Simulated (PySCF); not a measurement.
CH4Si, SMILES C=[SiH2] (connectivity only; charge and spin as stated), charge -1, multiplicity 2. Atoms are numbered in the order given.

```xyz
6

C     -1.2051    -0.1165     0.0000
Si     0.6019     0.1292     0.0000
H     -1.7794     0.1047    -0.9116
H     -1.7794     0.1047     0.9116
H      1.1812    -0.6598     1.1866
H      1.1812    -0.6598    -1.1866
```
Charge -1, spin multiplicity 2.

Coordinates come from a PBE-D3(BJ)/def2-TZVPD optimisation. The spin state was assumed, not searched.

The numbers are results of PySCF with PBE/def2-TZVPD, not measurements.

Isolated molecule, no solvent. A positive occupied level means that this level leaves the electron formally unbound; only the finite basis holds it.

```json
{
  "total_energy": "-329.75705 hartree",
  "point_group": "Cs",
  "α spin, highest occupied and lowest empty level": "1.98 and 3.95 eV",
  "β spin, highest occupied and lowest empty level": "0.46 and 3.02 eV",
  "dipole_moment_about_the_centre_of_nuclear_charge": "0.90 D",
  "mean_static_polarisability": "91.7 bohr³ (13.59 Å³)",
  "polarisability_principal_values": "70.2, 80.8, 124.2 bohr³",
  "⟨S²⟩": "0.756 (pure state 0.75)"
}
```
